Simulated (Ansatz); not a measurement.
Input file for H₄NOSbSn:

```yaml
crystal:
  periodic: [false, false, false]
  atoms:
    - {symbol: N, position_ang: [-1.026109, -0.071038, -0.679614]}
    - {symbol: Sn, position_ang: [0.585832, 0.966366, 0.047484]}
    - {symbol: O, position_ang: [1.241640, -0.827838, 0.599642]}
    - {symbol: Sb, position_ang: [-0.296691, -1.891602, -0.050821]}
    - {symbol: H, position_ang: [-1.188193, -0.012131, -1.678896]}
    - {symbol: H, position_ang: [0.233167, 1.937683, 1.404009]}
    - {symbol: H, position_ang: [1.593694, 1.735418, -1.098970]}
    - {symbol: H, position_ang: [-1.143332, -1.836859, 1.457177]}
basis:
  gaussian: {orbitals: def2-TZVPP}
correlation: {method: ccsd_t}
output: {orbitals: {seedname: orbitals}}
```

```sh
$ ansatz run in.yaml --threads 4 --pin off --events-out ev --progress --plain --max-ram 10444MiB
```

Log, shortened:

```
Functional definition: HF
1629 factors; integrals over basis functions are off by at most 7.9e-4 eV
mean field evaluation 1: about -15892.7704 eV, gradient 5.7e1 eV
mean field evaluation 2: about -15893.0565 eV, gradient 5.7e1 eV
mean field evaluation 4: about -15899.4864 eV, gradient 4.2e0 eV
mean field evaluation 8: about -15899.5724 eV, gradient 6.8e-1 eV
mean field -15899.57362565 eV, -584.2985536244 hartree, gradient 2.4e-6 eV, S^2 0.000000; 0 other end points of the search recorded, 0 dependent functions left out
10 core orbitals not correlated: weight in the atoms' cores, before any rotation towards them, 1.000 or more for the frozen orbitals, at most 0.000 for the correlated occupied ones
reference -15899.57362565 eV, -584.2985536244 hartree; 22, 22 occupied and 186, 186 virtual orbitals, 1629 factors
second order -30.73394159 eV of doubles, -0.00000000 eV of singles
cycle   1  -29.50177533 eV  change     1.2e0 eV  update   1.5e-1
cycle   2  -30.36385806 eV  change   -8.6e-1 eV  update   5.3e-2
cycle   3  -30.57000229 eV  change   -2.1e-1 eV  update   2.6e-2
cycle   4  -30.55034300 eV  change    2.0e-2 eV  update   7.4e-3
cycle   5  -30.54374051 eV  change    6.6e-3 eV  update   2.8e-3
cycle   6  -30.54558716 eV  change   -1.8e-3 eV  update   1.1e-3
cycle   7  -30.54545000 eV  change    1.4e-4 eV  update   4.0e-4
cycle   8  -30.54522790 eV  change    2.2e-4 eV  update   1.9e-4
cycle   9  -30.54530283 eV  change   -7.5e-5 eV  update   7.2e-5
cycle  10  -30.54533216 eV  change   -2.9e-5 eV  update   3.7e-5
perturbative correction -1.14846941 eV, -0.0422054725 hartree
Total energy: -15931.26742722 eV, -585.4632793496 hartree
```

It took 4 min on 4 threads of an Arm Neoverse V1 on a shared host, with 4.2 GiB of host memory at the peak.

Correlation energy per correlated electron: -0.720 eV. T1 diagnostic: 0.0155.
